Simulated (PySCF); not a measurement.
## BeSi and its ions

UHF-MP2; PySCF, no relativity, basis sets Be pcseg-1, Si pcseg-1. Neutral (UHF): triplet (π ↑↑), Re = 2.133 Å, ωe = 611 cm⁻¹, De = 0.91 eV.

BeSi⁺ (UHF): doublet (π ↑), Re = 2.326 Å, ωe = 433 cm⁻¹, De = 1.46 eV to Be + Si⁺. The energies at the minima are -303.48105 hartree for BeSi and -303.21433 for BeSi⁺.

Work out the adiabatic ionisation energy, without and with harmonic zero-point energies (1 hartree = 27.2114 eV, 1 eV = 8065.5 cm⁻¹), and the change of the bond length.

At UHF-MP2: 0.26672 hartree = 7.258 eV between the minima; the zero-point term (433.0 − 611.0)/2 cm⁻¹ = -0.011 eV makes it 7.247 eV. Re changes by +19.3 pm against the neutral. The electron leaves a π orbital, and the longer bond of the ion fits a bonding orbital, or a change in how ionic the bond is.

Correlated steps freeze 5 core orbitals. Correlated levels converge slowly with the basis: in double zeta they bind strong bonds too weakly, by up to about 1 eV, and carry superposition errors of some tenths. For an ion De counts to the pair picked by the measured ionisation energies or electron affinities, which need not be the lowest pair at this level. States were picked by a PBE0 search and need not be the measured ground states.
